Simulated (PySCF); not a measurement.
Breaking a bond: GeSe, singlet.

- UKS-B3LYP/6-31G* = unrestricted B3LYP/6-31G*, spherical d (PySCF 2.14.0)
- UMP2 = MP2 on UHF/cc-pVDZ, 18 core orbitals frozen in PySCF
- UKS-BLYP = unrestricted BLYP/cc-pVDZ (PySCF)
- RKS-LDA (SVWN5)/6-31G* = restricted LDA (SVWN5)/6-31G*, spherical d in PySCF 2.14.0

Energies are in kJ/mol, each relative to the lowest point of its own curve near equilibrium.

```csv
R / Å,UKS-B3LYP/6-31G*,UMP2,UKS-BLYP,RKS-LDA (SVWN5)/6-31G*
1.73,404.9,410.6,426.6,374.4
1.81,237.8,239.0,255.1,215.9
1.92,96.0,94.6,108.3,83.5
2.00,38.8,37.2,47.6,31.7
2.08,8.9,8.0,14.1,6.2
2.14,0.0,0.0,2.4,0.0
2.22,1.6,3.1,0.0,___
2.29,12.4,21.6,7.2,17.4
2.33,21.6,66.3,14.2,27.5
2.46,61.7,147.5,___,69.8
2.66,139.8,224.7,114.6,149.4
2.87,220.8,___,___,235.6
3.18,315.3,383.2,282.6,350.3
3.54,387.6,433.0,357.9,455.0
3.90,431.2,446.1,407.5,530.7
4.32,499.7,453.9,444.1,590.6
4.67,514.5,457.4,463.4,623.8
5.25,527.1,460.5,482.2,___
5.72,532.2,461.7,490.4,672.0
6.36,536.0,462.5,496.1,682.8
7.43,537.6,462.9,499.0,689.9
8.56,538.4,463.1,499.7,___
```

Problem. What belongs in the gaps?

Solution. 
- 2.22, RKS-LDA (SVWN5)/6-31G*: 4.5
- 2.46, UKS-BLYP: 47.3
- 2.87, UMP2: 295.5
- 2.87, UKS-BLYP: 190.0
- 5.25, RKS-LDA (SVWN5)/6-31G*: 657.1
- 8.56, RKS-LDA (SVWN5)/6-31G*: 692.3

The unrestricted solution behind UKS-B3LYP/6-31G* changes between 2.87 and 3.18 Å, which can leave a kink. The unrestricted determinant behind UKS-B3LYP/6-31G*, UKS-BLYP is spin-contaminated at 2.87 to 8.56 Å (<S²> up to 1.9, against 0.00 for a pure singlet). The unrestricted solution behind UMP2 changes between 2.87 and 3.18 Å and between 3.18 and 3.54 Å, which can leave a kink. The unrestricted determinant behind UMP2 is spin-contaminated at 2.29 to 8.56 Å (<S²> up to 2.0, against 0.00 for a pure singlet). The unrestricted solution behind UKS-BLYP changes between 3.18 and 3.54 Å, which can leave a kink. At the longest distance UKS-BLYP leaves fractional charges on the fragments, a sign of delocalisation error or of the restricted form. The restricted form behind RKS-LDA (SVWN5)/6-31G* keeps the bonding electrons paired and can't separate into open-shell fragments.
